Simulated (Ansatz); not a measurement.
Kohn–Sham single points on C6H12O, SMILES `CCCCCC=O`.

```yaml
crystal:
  periodic: [false, false, false]
  atoms:
    - {symbol: C, position_ang: [2.693313, -0.783981, -0.455335]}
    - {symbol: C, position_ang: [1.209625, -1.070079, -0.606590]}
    - {symbol: C, position_ang: [0.336337, -0.095328, 0.165010]}
    - {symbol: C, position_ang: [-1.149724, -0.380176, 0.020794]}
    - {symbol: C, position_ang: [-2.023652, 0.595291, 0.803006]}
    - {symbol: C, position_ang: [-1.940129, 1.985997, 0.250580]}
    - {symbol: O, position_ang: [-1.727262, 2.977824, 0.891317]}
    - {symbol: H, position_ang: [2.939593, 0.218745, -0.815401]}
    - {symbol: H, position_ang: [3.000346, -0.840827, 0.592671]}
    - {symbol: H, position_ang: [3.299291, -1.497336, -1.018228]}
    - {symbol: H, position_ang: [0.934229, -1.038644, -1.667229]}
    - {symbol: H, position_ang: [0.994172, -2.090692, -0.269149]}
    - {symbol: H, position_ang: [0.551938, 0.927313, -0.169641]}
    - {symbol: H, position_ang: [0.607923, -0.122471, 1.227447]}
    - {symbol: H, position_ang: [-1.428618, -0.347082, -1.039785]}
    - {symbol: H, position_ang: [-1.363531, -1.399577, 0.356747]}
    - {symbol: H, position_ang: [-1.761438, 0.620026, 1.863343]}
    - {symbol: H, position_ang: [-3.074913, 0.288816, 0.722137]}
    - {symbol: H, position_ang: [-2.097503, 2.052180, -0.851704]}
basis:
  gaussian: {orbitals: def2-TZVPP}
hamiltonian: {xc: {name: CAM-B3LYP}, dispersion: d4}
output: {orbitals: {seedname: orbitals}}
```

```sh
$ ansatz run in.yaml --threads 2 --pin off --events-out ev --progress --plain --max-ram 20480MiB --backend cuda --devices 0, --max-vram 18GiB
```

Output, abridged:

```
Functional definition: CAM-B3LYP
1939 factors; their error is unknown
516 factors; integrals over basis functions are off by at most 8.9e-6 eV
mean field evaluation 1: about -8452.5936 eV, gradient 7.3e1 eV
mean field evaluation 2: about -8452.0617 eV, gradient 7.7e1 eV
mean field evaluation 4: about -8463.8054 eV, gradient 4.3e0 eV
mean field evaluation 8: about -8463.8438 eV, gradient 6.6e-2 eV
mean field evaluation 16: about -8463.8074 eV, gradient 1.7e-4 eV
mean field -8463.80735442 eV, -311.0391833003 hartree, gradient 5.1e-5 eV, S^2 0.000000; 0 other end points of the search recorded, 0 dependent functions left out
reference -8463.80752625 eV, -311.0391896149 hartree; 28, 28 occupied and 357, 357 virtual orbitals, 1939 factors
Total energy: -8464.11724459 eV, -311.0505715540 hartree
```

Run time 2.4 s (2 threads of an AMD EPYC 7R13 on a shared host and a share of an NVIDIA H100 80 GB); peak host memory 0.92 GiB.

With the line `hamiltonian: {xc: {name: BLYP}, dispersion: d4}` (abridged; 2 s):

```
Functional definition: BLYP
mean field evaluation 16: about -8464.1701 eV, gradient 1.4e-3 eV
mean field -8464.17006548 eV, -311.0525126858 hartree, gradient 8.6e-5 eV, S^2 0.000000
Total energy: -8464.98594669 eV, -311.0824957672 hartree
```

With the line `hamiltonian: {xc: {name: PBE-QIDH}}` (abridged; 2.6 s):

```
Functional definition: PBE-QIDH
mean field evaluation 16: about -8444.0774 eV, gradient 3.1e-4 eV
mean field -8444.07736317 eV, -310.3141194952 hartree, gradient 8.4e-6 eV, S^2 0.000000
7 core orbitals not correlated: weight in the atoms' cores, before any rotation towards them, 1.000 or more for the frozen orbitals, at most 0.000 for the correlated occupied ones
second order -38.59367049 eV of doubles, -0.00000000 eV of singles
Total energy: -8456.94193572 eV, -310.7868838167 hartree
```

With the line `hamiltonian: {xc: {name: BHLYP}, dispersion: d4}` (abridged; 2.3 s):

```
Functional definition: BHLYP
mean field evaluation 16: about -8463.0563 eV, gradient 1.9e-4 eV
mean field -8463.05629251 eV, -311.0115822842 hartree, gradient 5.3e-5 eV, S^2 0.000000
Total energy: -8463.45293040 eV, -311.0261584578 hartree
```

Changing it to `hamiltonian: {xc: {name: B3LYP}, dispersion: d4}` and forces (abridged; 2.8 s):

```
Functional definition: B3LYP
mean field evaluation 16: about -8468.5758 eV, gradient 1.1e-3 eV
mean field -8468.57575379 eV, -311.2144187450 hartree, gradient 2.9e-5 eV, S^2 0.000000
Total energy: -8469.15649418 eV, -311.2357605606 hartree
Atom 0 force     0.232068     0.028073     0.010985 eV/Å
Atom 1 force    -0.079530    -0.175349    -0.128589 eV/Å
Atom 2 force     0.083456     0.172488     0.122993 eV/Å
Atom 3 force    -0.092735    -0.198630    -0.118991 eV/Å
Atom 4 force    -0.164474    -0.029445     0.167237 eV/Å
Atom 5 force    -0.066432    -0.069982    -0.238669 eV/Å
Atom 6 force     0.056085     0.251876     0.146158 eV/Å
Atom 7 force    -0.001311    -0.045639     0.016342 eV/Å
Atom 8 force    -0.004111     0.002747    -0.048124 eV/Å
Atom 9 force    -0.016531     0.035658     0.027422 eV/Å
Atom 10 force     0.015005    -0.008561     0.049988 eV/Å
Atom 11 force     0.012148     0.046388    -0.022967 eV/Å
Atom 12 force    -0.007851    -0.059492     0.022091 eV/Å
Atom 13 force    -0.013266     0.005618    -0.054516 eV/Å
Atom 14 force     0.011111    -0.009432     0.059134 eV/Å
Atom 15 force     0.009262     0.052706    -0.022803 eV/Å
Atom 16 force    -0.022322    -0.009657    -0.055154 eV/Å
Atom 17 force     0.045640     0.007894     0.016245 eV/Å
Atom 18 force     0.003790     0.002740     0.051219 eV/Å
Dipole moment:    -0.036250    -0.578268    -0.221878 e Å
```

The same input with `hamiltonian: {xc: {name: r2SCANh}, dispersion: d4}` (abridged; 3.1 s):

```
Functional definition: r2SCANh
mean field evaluation 16: about -8462.7868 eV, gradient 7.8e-4 eV
mean field -8462.78682946 eV, -311.0016796998 hartree, gradient 4.0e-5 eV, S^2 0.000000
Total energy: -8462.89208142 eV, -311.0055476380 hartree
```

B3LYP takes the VWN-RPA correlation (the form of Gaussian; ORCA's B3LYP/G).
